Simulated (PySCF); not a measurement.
**Unknown compound**

An unknown has the formula C6H10OSi2. Its calculated NMR data are:

¹H NMR (600 MHz, computed): δ 7.70 (d, 2H), 7.53 (m, 2H), 7.51 (m, 1H), 5.50 (s, 2H), 5.21 (s, 3H).

¹³C{¹H} NMR (computed): δ 138.6 (CH), 137.2 (C), 135.7 (CH), 133.7 (CH).

Non-relativistic, a single conformation, no solvent, rapidly exchanging positions averaged. PBE0-D3(BJ)/def2-SVP geometry; PBE0/pcSseg-1 with gauge-including orbitals; PySCF 2.14.0 with density-fitted response routines.

References, each an isolated molecule treated in the same way: ¹H, ¹³C vs TMS.

Problem. Choose the structure that fits.
A. [SiH3]/C=C/[SiH2]c1ccco1
B. [SiH3]O[SiH2]c1ccccc1
C. CC#C[SiH2]C#C[SiH2]OC

Solution. B. 

1. The formula gives 4 degrees of unsaturation (1 ring in the answer).
2. 4 carbon signals for 6 carbons: some carbons are equivalent by symmetry or fast rotation.
3. Carbon types of the structure: 1 × C, 5 × CH, leaving 5 H on heteroatoms.
4. δC 138.6, 135.7, 133.7: aromatic CH; the aromatic region.
5. δC 137.2: substituted aromatic carbon.
6. δH 7.70, 7.53, 7.51: hydrogen on an aromatic CH; ring-current deshielding.
7. δH 5.50: hydrogen on a silicon bonded to C, O.
8. δH 5.21: hydrogen on a silicon bonded to O.

The others: CC#C[SiH2]C#C[SiH2]OC would give 6 carbon signals, not 4; [SiH3]/C=C/[SiH2]c1ccco1 would give 6 carbon signals, not 4.

Shifts are as computed. Against solution values, carbons near 30 ppm lie about +2 ppm off and those near 130 ppm about +5 ppm. Of 1309 compounds with measured shifts, 239 miss one by over three times the rms of a fit or turn the order of signals round; such compounds aren't used in these exercises. No couplings were computed; multiplicities are counted from neighbouring protons, with m where these are inequivalent, close in shift, in a saturated or five-membered ring or joined by F or P, and br s for small geminal =CH2 splittings.
